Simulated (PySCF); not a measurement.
**Working out the ionisation energy of Mn⁺**

Mn⁺ [Ar] 3d5 4s1 (7S) → Mn²⁺ [Ar] 3d5 (6S). Computed with PySCF 2.14 in cc-pVDZ, with no relativity, point nucleus. Frozen: [Ar]. Energies in hartree (1 hartree = 27.21139 eV):

```tsv
part	Mn⁺ (lower)	Mn²⁺ (upper)
UHF	-1149.647868	-1149.106973
MP2 opposite-spin	0.000000	0.000000
MP2 same-spin	-0.066987	-0.053140
```

Q: What does Hartree-Fock give?

A: (-1149.106973) − (-1149.647868) = 0.540895 hartree = 14.719 eV.

Q: What do MP2 and SCS-MP2 (6/5 opposite-spin, 1/3 same-spin) give?

A: The opposite-spin parts differ by 0.000 eV and the same-spin parts by 0.377 eV. MP2: 14.719 + (0.000) + (0.377) = 15.096 eV. SCS-MP2: 14.719 + 1.2 × (0.000) + (0.377)/3 = 14.845 eV.

Measured between the centres of the two terms (NIST): 15.640 eV, so MP2 (valence) is off by -0.544 eV.

The calculation is non-relativistic.

A double-zeta basis recovers only part of the correlation energy.

What remains against the reference includes basis incompleteness, the frozen core and correlation beyond second order.
